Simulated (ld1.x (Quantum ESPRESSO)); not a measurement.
# Before and after: PAW potential for V (Z = 23)

ld1.x (Quantum ESPRESSO) 7.5 input, shortened:

```
&input
   title='V', zed=23., rel=1, dft='PBE', iswitch=3,
   config='[Ar] 3d2 4s0 4p0'
 /
 &inputp
   pseudotype=3, lpaw=.true., tm=.true., lloc=-1, rcloc=1.35,
   nlcc=.true., new_core_ps=.true., rcore=0.95,
   which_augfun='PSQ', rmatch_augfun_nc=.true.
 /
6
4S  1  0   0.00   0.00  1.75  2.40  0.0
4S  1  0   0.00  -0.70  1.75  2.40  0.0
4P  2  1   0.00   0.00  2.40  2.90  0.0
4P  2  1   0.00   2.00  2.40  2.90  0.0
3D  3  2   2.00   0.00  1.20  1.65  0.0
3D  3  2   0.00  -2.30  1.20  1.65  0.0
 &test
   configts(1)='3d2 4s0 4p0'
 /
```

All-electron outer shells of the reference configuration (PBE, scalar-relativistic, ld1.x):

```json
{"shell": "3p", "level (eV)": "-77.29", "outermost node (bohr)": "0.35", "outermost maximum (bohr)": "0.84"}
{"shell": "3d", "level (eV)": "-36.96", "outermost node (bohr)": "–", "outermost maximum (bohr)": "0.85"}
{"shell": "4s", "level (eV)": "-27.76", "outermost node (bohr)": "1.13", "outermost maximum (bohr)": "2.29"}
{"shell": "4p", "level (eV)": "-21.82", "outermost node (bohr)": "1.22", "outermost maximum (bohr)": "2.59"}
```

Change: waves 3d (bound): rcut 1.00, rcutus 1.06 bohr; 3d channel at -2.3 Ry: rcut 1.00, rcutus 1.06 bohr.

Cutoffs: the cutoffs (Ry, on a coarse ladder) from which the occupation-weighted sum of valence levels, in a spherical-Bessel basis at the reference potential, stays within 10 and 1 mRy of its value at 400 Ry; they do not see the model core or the augmentation charge, which bear on the density cutoff. Errors are all-electron minus pseudo energies relative to the spin-unpolarised reference configuration.

Q: What does the change do?

A: The potential gets harder (35 Ry and 55 Ry → 90 Ry and 140 Ry); both files keep a bound ghost (s); the number of tests with a reliable result goes from 7 to 0 (the test run of the changed file stopped, so its transferability is not established); the range in which the d phases agree widens (upper end 3.0 → at the end of the scan). A smaller radius makes the pseudo-wave follow the all-electron one further in, where it bends more sharply, so more plane waves are needed.

```tsv
quantity	base	changed
cutoff, loose	35 Ry	90 Ry
cutoff, tight	55 Ry	140 Ry
bound ghosts	s	s
tests with a reliable result	7 of 7	0 of 7 (the test run stopped)
s: phases at 3.15 bohr within 0.05 rad from the reference energy up to (Ry; the scan ends near 5)	1.2	1.2
p: phases at 3.15 bohr within 0.05 rad from the reference energy up to (Ry; the scan ends near 5)	to the end of the scan	to the end of the scan
d: phases at 3.15 bohr within 0.05 rad from the reference energy up to (Ry; the scan ends near 5)	3.0	to the end of the scan
lowest overlap eigenvalue by channel	s 0.36, p 0.71, d 0.94	s 0.36, p 0.71, d 0.91
```

 A true bound ghost makes a file unfit for plane-wave use even where its test errors are small: the radial tests pick states by their node count and pass the ghost by.
